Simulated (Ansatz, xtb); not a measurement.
## CHSbSi: which of two structures lies lower

We compare a, a singlet given by its coordinates, with b, a triplet given by its coordinates. Both are isolated molecules in the gas phase, relaxed with r2SCAN-D4/def2-SVP.

a (Å):

```xyz
4

C    -0.0334    0.8235   -0.4206
Sb   -0.4786   -0.9805    0.4449
Si   -1.7148    1.2484    0.0912
H     0.8766    1.1768   -0.9197
```

Close contacts (Å): C1–Sb2 2.05, C1–Si3 1.81, Sb2–Si3 2.57, C1–H4 1.10.

b (Å):

```csv
atom,x (Å),y (Å),z (Å)
C,0.2087,-0.7762,-0.4017
Sb,-1.5749,-0.7295,0.9487
Si,0.9554,-1.8100,0.7267
H,0.0950,-0.1771,-1.3100
```

Close contacts (Å): C1–Sb2 2.24, C1–Si3 1.70, Sb2–Si3 2.76, C1–H4 1.09.

**Question.** Which of the two would you expect CCSD(T)/def2-TZVPP electronic energies to favour?

**Answer.** Structure a; the calculation gives E(b) − E(a) = +89.4 kJ/mol.

The same difference at several levels:

```csv
level,geometry,E(b) − E(a) (kJ/mol),departure from the last row (kJ/mol),"job, with rough time for the two"
r2SCAN-D4/def2-SVP,r2SCAN-D4/def2-SVP,+74.3,−15.0,"optimisation, 91 s"
HF/def2-TZVPP,r2SCAN-D4/def2-SVP,+18.6,−70.7,part of the CCSD(T) run
MP2/def2-TZVPP,r2SCAN-D4/def2-SVP,+114.8,+25.4,part of the CCSD(T) run
CCSD(T)/def2-TZVPP,r2SCAN-D4/def2-SVP,+89.4,,"single point, 2.9 min"
```

The levels shown agree on the order. The largest departure from CCSD(T)/def2-TZVPP is that of HF/def2-TZVPP, 70.7 kJ/mol. Levels run at GFN2-xTB geometries aren't shown.

With harmonic frequencies from r2SCAN-D4/def2-SVP (ideal gas, rigid rotor, one conformer each, 298.15 K, 1 atm): on the last row, ΔE + ΔZPE = +86.9, ΔH = +88.3, ΔG = +82.1 kJ/mol.

Open shells are spin-unrestricted. The correlated steps freeze 10 core orbitals; the filled d shell of Sb is correlated, in a basis made for valence electrons. Atoms past krypton carry core potentials in the def2 sets and no spin–orbit term is included. ΔG holds the spin degeneracy. Codes used: Ansatz 0.2.0; the last row on 1 thread of Arm Neoverse V2 on a shared host.
